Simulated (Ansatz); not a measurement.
Molecule: AlH2, net charge 1, singlet state. 
Geometry from a B3LYP-D3(BJ)/def2-TZVP (Ansatz, a quantum-chemistry and plane-wave program) optimisation:
```
Al
H 1 1.5491
H 1 1.5491 2 180.00
```
Charge +1, spin multiplicity 1.

Task: Give the harmonic wavenumbers at B3LYP-D3(BJ)/def2-TZVP (Ansatz, finite differences of forces, unscaled).

Result: 550, 550, 2017, 2115 cm⁻¹. Zero-point energy 7.5 kcal/mol.

Task: From these and the geometry, give the ideal-gas thermochemistry at 298.15 K and 1 atm (rigid rotor, harmonic oscillator).

Result: Point group D∞h, rotational symmetry number 2. Rotational constants 104.5, 104.5 GHz. S(trans) 36.03, S(rot) 8.73, S(vib) 1.09, S(elec, spin only) 0.00, S 45.8 cal/(mol K). H(298) - H(0) 2.31 kcal/mol; G - E(el) -3.9 kcal/mol.
